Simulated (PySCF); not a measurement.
Species: C₅H₁₄Ge₂O.
SMILES with atom numbers: `[GeH3:1][O:2][GeH:3]1[CH2:4][CH2:5][CH2:6][CH2:7][CH2:8]1` (hydrogens: H9, H10, H11 on Ge1; H12 on Ge3; H13, H14 on C4; H15, H16 on C5; H17, H18 on C6; H19, H20 on C7; H21, H22 on C8)

Computed by this run: PBE0-D3(BJ)/def2-SVP geometry optimisation, gas phase in PySCF 2.14.0; density fitting, grid level 1; the optimiser is geomeTRIC in internal coordinates, started from a GFN2-xTB structure with every atom displaced at random (about 0.01 Å).

Step 0: E = -120455.9530 eV
```
atom  x, y, z in Å  |  force x, y, z in eV/Å
Ge1     2.6119   -0.4652   -0.1390   -0.731   0.733  -0.006
O2      2.0137    0.4430    1.2268   -0.221   0.276   0.399
Ge3     0.4640    0.7882    2.0385    0.522   0.049   0.120
C4     -0.4116   -0.9151    2.4521   -2.631   1.570  -0.701
C5     -1.1180   -1.4455    1.1757    0.117   1.174   0.719
C6     -2.0727   -0.4234    0.5454    0.871  -0.255  -0.183
C7     -1.3454    0.7199   -0.1625   -1.003   0.464   0.227
C8     -0.7212    1.7400    0.7943   -0.829  -1.019   0.664
H9      2.2653   -1.8932    0.0389   -0.190  -1.232   0.061
H10     1.9518    0.0872   -1.3893   -0.132   0.083  -0.515
H11     4.0564   -0.1908   -0.1058    1.344   0.071  -0.154
H12     1.0087    1.5870    3.2401   -0.327   0.046   0.087
H13     0.2173   -1.6522    2.8398    1.575  -1.354   0.897
H14    -1.2175   -0.7282    3.2272    0.707  -0.069  -0.493
H15    -0.3487   -1.7147    0.4541    0.219  -0.289  -0.458
H16    -1.6692   -2.3386    1.4295   -0.318  -0.730   0.109
H17    -2.7304   -0.0117    1.3138   -0.352   0.085   0.268
H18    -2.6968   -0.9478   -0.1782   -0.310  -0.130  -0.251
H19    -0.5720    0.2978   -0.8005    0.269  -0.138  -0.499
H20    -2.0927    1.2446   -0.8096    0.489  -0.214   0.094
H21    -1.5419    2.2200    1.3682    0.291   0.036  -0.052
H22    -0.2099    2.4931    0.2305    0.638   0.844  -0.333
```

Step 1: E = -120456.2395 eV
```
atom  x, y, z in Å  |  force x, y, z in eV/Å
Ge1     2.6885   -0.4452   -0.1640    0.139  -0.095   0.147
O2      2.0941    0.4651    1.2467    0.214  -0.200  -0.272
Ge3     0.5250    0.7681    2.0229   -0.468   0.119   0.177
C4     -0.4577   -0.8693    2.4369    0.701  -0.658   0.236
C5     -1.1721   -1.4327    1.2098    0.038  -0.187  -0.078
C6     -2.1071   -0.4421    0.5207   -0.146   0.006   0.036
C7     -1.3976    0.7326   -0.1483    0.186  -0.048  -0.063
C8     -0.7116    1.6939    0.8257    0.239   0.270  -0.357
H9      2.3991   -1.9812    0.0163    0.077   0.464  -0.031
H10     2.0029    0.0627   -1.4672    0.079  -0.061   0.207
H11     4.2277   -0.1693   -0.2093   -0.443  -0.109  -0.006
H12     0.8052    1.5922    3.2978    0.181  -0.028  -0.075
H13     0.2313   -1.6360    2.8821   -0.403   0.448  -0.231
H14    -1.1763   -0.6052    3.2287   -0.104   0.012   0.039
H15    -0.4189   -1.7730    0.4684   -0.094   0.006   0.101
H16    -1.7377   -2.3437    1.4910    0.054   0.153  -0.036
H17    -2.8381   -0.0580    1.2599    0.032  -0.017  -0.052
H18    -2.7015   -0.9791   -0.2376    0.026   0.009   0.008
H19    -0.6456    0.3268   -0.8576   -0.118   0.079   0.064
H20    -2.1173    1.2944   -0.7660   -0.041  -0.013  -0.030
H21    -1.4644    2.1921    1.4576   -0.042   0.017   0.084
H22    -0.1866    2.5015    0.2755   -0.106  -0.169   0.133
```

**Question.** Estimate the geometry and energy of step 2. (The exact step hangs on the optimiser's Hessian estimate; all steps are aligned on step 1, rigid shifts and turns removed.)

**Answer.** E = -120456.2859 eV, largest force 0.300 eV/Å
```
atom  x, y, z in Å  |  force x, y, z in eV/Å
Ge1     2.6410   -0.4440   -0.1444    0.001  -0.023   0.047
O2      2.0823    0.4725    1.2600    0.138  -0.020  -0.029
Ge3     0.5123    0.7794    2.0361   -0.288   0.045   0.071
C4     -0.4384   -0.8832    2.4391    0.185  -0.145   0.091
C5     -1.1480   -1.4388    1.2029    0.004   0.014  -0.050
C6     -2.0864   -0.4462    0.5124    0.004   0.004   0.017
C7     -1.3815    0.7358   -0.1564    0.038  -0.025   0.026
C8     -0.7054    1.7074    0.8163    0.037   0.052  -0.072
H9      2.3286   -1.9454    0.0518    0.012   0.025  -0.006
H10     1.9390    0.0669   -1.4202   -0.005   0.008  -0.022
H11     4.1592   -0.2066   -0.2252   -0.028  -0.017  -0.013
H12     0.8385    1.6010    3.2981    0.069  -0.004  -0.020
H13     0.2480   -1.6334    2.8755   -0.078   0.130  -0.066
H14    -1.1692   -0.6363    3.2299   -0.033  -0.020  -0.024
H15    -0.3946   -1.7748    0.4657   -0.015  -0.014   0.017
H16    -1.7124   -2.3475    1.4759   -0.019   0.030   0.005
H17    -2.8229   -0.0676    1.2462    0.006  -0.003  -0.005
H18    -2.6725   -0.9852   -0.2499    0.011   0.000  -0.004
H19    -0.6290    0.3369   -0.8620   -0.016   0.027  -0.002
H20    -2.1062    1.2871   -0.7799   -0.017  -0.012   0.006
H21    -1.4628    2.2077    1.4458   -0.017  -0.013  -0.004
H22    -0.1781    2.5085    0.2722    0.012  -0.037   0.038
```

The energy changes by -0.0464 eV. The first-order estimate −F·Δx gives -0.0782 eV and the mean of the old and new forces, exact on a quadratic surface, -0.0464 eV. The step makes an angle of 75° with the force vector and moves no atom by more than 0.087 Å.

The cost below is that of the whole optimisation. Hardware: Arm Neoverse N1, one thread, shared host with 64 logical CPUs at a one-minute load of 60. Cost: 7.3 min of wall time, 1.3 GiB resident at most.
